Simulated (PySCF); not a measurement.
CH7BO2Si, SMILES COB(O)[SiH3].

Geometry: PBE-D3(BJ)/def2-SVP. This is a generated structure with no PubChem entry under its InChIKey; it may be hypothetical. The values are those of a single conformer.

Calculation: PBE-D3(BJ)/def2-SVP run with PySCF.

Frequencies are harmonic and unscaled.

```tsv
mode	ν (cm⁻¹)	IR (km/mol)	moving atoms (share of kinetic energy)
1	71	0.2	H 95 %
2	103	0.0	H 87 %, O 12 %
3	152	6.5	O 51 %, H 31 %, C 16 %
4	164	3.0	C 31 %, H 29 %, Si 24 %, O 11 %
5	273	6.2	O 46 %, H 27 %, Si 15 %
6	334	27.2	H 54 %, B 33 %, O 11 %
7	389	5.8	O 41 %, Si 30 %, H 18 %
8	526	65.6	H 92 %
9	533	4.1	H 49 %, O 23 %, Si 14 %
10	559	42.1	O 41 %, H 28 %, B 14 %, Si 9 %, C 9 %
11	614	2.5	B 49 %, H 37 %, Si 9 %
12	853	172.1	H 90 %, Si 8 %
13	902	35.8	H 97 %
14	909	30.1	H 98 %
15	923	54.9	H 60 %, O 14 %, B 13 %, C 12 %
16	1090	242.8	O 34 %, H 31 %, C 22 %, B 13 %
17	1134	14.0	H 69 %, C 19 %
18	1146	0.1	H 76 %, C 20 %
19	1266	119.7	B 47 %, O 39 %
20	1373	267.5	H 39 %, B 34 %, O 15 %, C 12 %
21	1409	1.9	H 97 %
22	1430	6.1	H 96 %
23	1465	121.0	H 52 %, B 27 %, O 18 %
24	2130	79.1	H 98 %
25	2142	83.0	H 97 %
26	2144	90.8	H 96 %
27	2934	42.8	H 97 %
28	3023	41.5	H 91 %, C 9 %
29	3043	18.9	H 90 %, C 10 %
30	3772	76.5	H 94 %
```
